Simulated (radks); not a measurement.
Question: Coulomb parameter of the 4d shell of the silver ion Ag+ in the model configuration [Kr] 4d9 5s1, as a second difference U = [E(n + 0.5) + E(n - 0.5) - 2 E(n)] / (0.5)^2 with all orbitals relaxed. "Bare": the charge of the atom changes with n. "Screened": the 5s shell takes up the change at fixed total charge, which measures U(4d,4d) + U(5s,5s) - 2 U(4d,5s). All-electron calculation, scalar-relativistic Kohn-Sham, PBE, spin-unpolarised, spherical densities, finite nucleus; Fermi nuclear charge, rms radius 4.5454 fm. Program: a radial shooting solver on a logarithmic mesh with Libxc functionals. Estimate both.

Answer: U(bare) = 12.857 eV, U(screened by 5s) = 2.248 eV, against the Slater integral F0(4d,4d) = 18.603 eV with frozen orbitals.
